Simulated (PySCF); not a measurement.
Working out the ionisation energy of Nb

Nb [Kr] 4d4 5s1 (6D) → Nb⁺ [Kr] 4d4 (5D). Calculation: PySCF 2.14, in x2c-TZVPall; scalar relativity by spin-free X2C-1e. Frozen: [Kr]. Energies in hartree (1 hartree = 27.21139 eV):

| part | Nb (lower) | Nb⁺ (upper) |
| --- | --- | --- |
| UHF | -3817.234624 | -3817.014350 |
| MP2 opposite-spin | 0.000000 | 0.000000 |
| MP2 same-spin | -0.040581 | -0.027738 |

**Question.** What does Hartree-Fock give?

**Answer.** (-3817.014350) − (-3817.234624) = 0.220274 hartree = 5.994 eV.

**Question.** What do MP2 and SCS-MP2 (6/5 opposite-spin, 1/3 same-spin) give?

**Answer.** The opposite-spin parts differ by 0.000 eV and the same-spin parts by 0.349 eV. MP2: 5.994 + (0.000) + (0.349) = 6.343 eV. SCS-MP2: 5.994 + 1.2 × (0.000) + (0.349)/3 = 6.110 eV.

Measured between the centres of the two terms (NIST): 6.776 eV, so MP2 (valence) is off by -0.433 eV.

What remains against the reference includes basis incompleteness, the frozen core and correlation beyond second order.
